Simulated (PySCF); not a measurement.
**Working with the constants of TeI⁺**

UHF-CCSD(T) constants of TeI⁺, ³Σ⁻ (triplet), unpaired electrons π ↑↑ (Te def2-SVP with ECP28, I def2-SVP with ECP28; scalar-relativistic core potentials (PySCF 2.14); masses 129.9062 and 126.9045 u):

| Item | Value |
| --- | --- |
| ωe | 231.8 cm⁻¹ |
| ωexe | 0.588 cm⁻¹ |
| Be | 0.038065 cm⁻¹ |
| αe | 0.000108 cm⁻¹ |
| D (centrifugal) | 4.1e-09 cm⁻¹ |
| De to Te⁺ + I | 1.79 eV |

Task: Give the vibrational terms G(v) and spacings up to v = 6.

Result: G(v) = ωe(v+½) − ωexe(v+½)².

| v | G(v) (cm⁻¹) | G(v) − G(v−1) | Bv (cm⁻¹) |
| --- | --- | --- | --- |
| 0 | 115.8 |  | 0.03801 |
| 1 | 346.4 | 230.6 | 0.03790 |
| 2 | 575.8 | 229.4 | 0.03780 |
| 3 | 804.1 | 228.3 | 0.03769 |
| 4 | 1031.2 | 227.1 | 0.03758 |
| 5 | 1257.1 | 225.9 | 0.03747 |
| 6 | 1481.9 | 224.7 | 0.03736 |

Task: How well does the Morse estimate ωe²/(4ωexe) reproduce De, and what is D0?

Result: It gives 2.83 eV, 158 % of the computed De. D0 = De − G(0) = 1.79 − 0.01 = 1.78 eV.

Correlated steps freeze 8 core orbitals. Correlated levels converge slowly with the basis: in double zeta they bind strong bonds too weakly, by up to about 1 eV, and carry superposition errors of some tenths. These are scalar-relativistic numbers at best; spin–orbit coupling would shift them, the dissociation energy most. For an ion De counts to the pair picked by the measured ionisation energies or electron affinities, which need not be the lowest pair at this level. The state is the lowest determinant that a PBE0 search found; another state may lie lower at other levels.
